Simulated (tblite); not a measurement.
Compound: C7H17NSi.
Geometry (GFN2-xTB, Å), atoms numbered from 1 in this order:
```
atom  x, y, z in Å
C1     2.235    0.790    0.602
C2     1.570    0.320   -0.692
C3     2.628   -0.240   -1.641
Si4    0.220   -0.990   -0.372
C5    -1.403   -0.247    0.361
C6    -1.980    0.814   -0.576
C7    -2.416   -1.380    0.536
C8    -1.074    0.313    1.707
N9    -0.963    1.506    2.083
H10    2.728   -0.045    1.098
H11    2.988    1.548    0.390
H12    1.509    1.215    1.291
H13    1.126    1.196   -1.176
H14    3.117   -1.102   -1.194
H15    2.181   -0.552   -2.581
H16    3.389    0.510   -1.854
H17    0.725   -2.018    0.547
H18   -0.164   -1.626   -1.641
H19   -1.272    1.622   -0.749
H20   -2.893    1.239   -0.157
H21   -2.224    0.371   -1.540
H22   -3.352   -0.993    0.940
H23   -2.628   -1.856   -0.419
H24   -2.038   -2.138    1.217
H25   -0.884   -0.438    2.471
H26   -1.146    2.205    1.363
```

Computed values, GFN2-xTB/tblite, gas phase, harmonic and unscaled. This tight-binding method is rough: wavenumbers can miss measured ones by several per cent, in bad cases by 10 to 20. Modes of hydrogen on silicon can be 10 to 20 % off. One conformer, not necessarily the lowest.

Harmonic wavenumbers (cm⁻¹): 27.4, 62.1, 84.5, 117.4, 213.3, 217.4, 223.6, 228.3, 233.1, 242.0, 254.4, 289.6, 314.2, 358.7, 366.9, 395.2, 490.9, 513.9, 601.8, 636.8, 677.2, 726.9, 771.0, 773.4, 875.8, 946.5, 950.1, 969.1, 982.3, 994.8, 1021.6, 1042.3, 1081.4, 1130.2, 1140.4, 1158.9, 1179.9, 1205.1, 1246.1, 1279.3, 1300.4, 1364.0, 1408.0, 1415.5, 1423.5, 1428.5, 1499.7, 1500.9, 1504.1, 1507.7, 1512.3, 1512.6, 1514.2, 1515.1, 1719.0, 2212.8, 2234.3, 2918.0, 2976.3, 2991.2, 3001.3, 3006.1, 3009.7, 3011.9, 3024.3, 3025.7, 3029.5, 3031.3, 3033.9, 3037.0, 3045.2, 3321.8.

A = 1908, B = 918.6, C = 757.3 MHz; mass 143.113 u (most abundant isotopes); point group C1, symmetry number 1.

Q: Zero-point energy?

A: Half the sum of the wavenumbers: 49030 cm⁻¹ = 140.18 kcal/mol.

Q: Give the ideal-gas entropy at 400 K and 1 bar in the rigid-rotor, harmonic-oscillator model (classical rotation).

A: Translation 42.27, rotation 30.75, vibration 55.37: S = 128.4 cal/(mol K).

Q: And Cp and H(400 K) − H(0)?

A: Cp = 62.98 cal/(mol K), of which vibrations give 55.04 (their classical limit is 72 R = 143.1); H(400 K) − H(0) = 14.62 kcal/mol without the zero-point energy, 11.44 from vibrations.

Q: What must be added to the electronic energy to get the Gibbs energy at 400 K and 1 bar?

A: ZPE + [H(400 K) − H(0)] − T·S = 140.18 + 14.62 − 51.36 = 103.44 kcal/mol.

Q: Which modes carry the vibrational entropy at 400 K?

A: 27.4 cm⁻¹: 6.59; 62.1 cm⁻¹: 4.97; 84.5 cm⁻¹: 4.36; 117.4 cm⁻¹: 3.72; 213.3 cm⁻¹: 2.56; 217.4 cm⁻¹: 2.53 cal/(mol K); the other 66 give 30.65 together.

Hindered rotation and anharmonicity are outside this model. Other conformers, if any are populated, would add a mixing term that is left out. The structure is chiral; the term R ln 2 for an equal mix with its mirror image is left out.
